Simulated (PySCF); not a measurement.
# Orbital picture of ZnS

RHF at R = 2.061 Å; basis Zn def2-TZVPP, S def2-TZVPP; no relativity; PySCF 2.14. State: ¹Σ⁺ (singlet), closed shell. Only the outer orbitals are listed, counted within each symmetry.

| orbital | occ. | ε (eV) | on Zn (%) | main shells (%) |
| --- | --- | --- | --- | --- |
| 10σ | 2 | -21.88 | 37 | 63 S s, 31 Zn d |
| 11σ | 2 | -10.32 | 41 | 54 S p, 39 Zn s |
| 5π | 2 | -8.68 | 10 | 89 S p, 9 Zn p |
| 5π | 2 | -8.68 | 10 | 89 S p, 9 Zn p |
| 12σ | 0 | -1.46 | 79 | 48 Zn s, 31 Zn p, 22 S p |
| 6π | 0 | 1.56 | 96 | 93 Zn p |
| 6π | 0 | 1.56 | 96 | 93 Zn p |

Problem. Which are the highest filled and the lowest empty level, where do they sit, and how wide is the gap?

Solution. Highest filled 5π at -8.68 eV (in %: 89 S p, 9 Zn p); lowest empty 12σ at -1.46 eV (in %: 48 Zn s, 31 Zn p, 22 S p); the gap at RHF is 7.22 eV.

```json
{
 "bond order (Mayer)": "1.85",
 "⟨S²⟩": "0.000",
 "charge on Zn (Mulliken, basis-dependent)": "0.61",
 "charge on Zn (Löwdin, basis-dependent)": "0.20",
 "dipole moment (positive dipole means Zn(−)S(+))": "-7.22 D",
 "polarisability along the bond": "82.4 bohr³",
 "polarisability across the bond": "45.7 bohr³"
}
```
